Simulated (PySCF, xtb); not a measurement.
C3H7O2, SMILES CC(O)C[O] (connectivity only; charge and spin as stated), charge -1, multiplicity 1. One conformer was computed; it need not be the lowest.

Harmonic wavenumbers (cm⁻¹) from GFN2-xTB in xtb at its own minimum, in rising order: 113, 202, 242, 265, 344, 441, 488, 810, 902, 930, 1044, 1098, 1131, 1180, 1222, 1257, 1321, 1322, 1353, 1377, 1484, 1499, 1516, 2196, 2388, 2821, 2911, 3000, 3021, 3497.

### Question
What does PBE-D3(BJ)/def2-SVPD in PySCF 2.14.0 give at its own minimum? (Estimate from the structure and the level; the computed values follow.)

### Answer
139, 146, 223, 270, 356, 431, 485, 805, 858, 883, 997, 1041, 1104, 1155, 1174, 1193, 1263, 1271, 1300, 1328, 1384, 1400, 1410, 2465, 2532, 2888, 2906, 2984, 3021, 3700. Paired by order, the mean absolute difference is 57 cm⁻¹ and the zero-point energies are 59.1 and 58.8 kcal/mol.
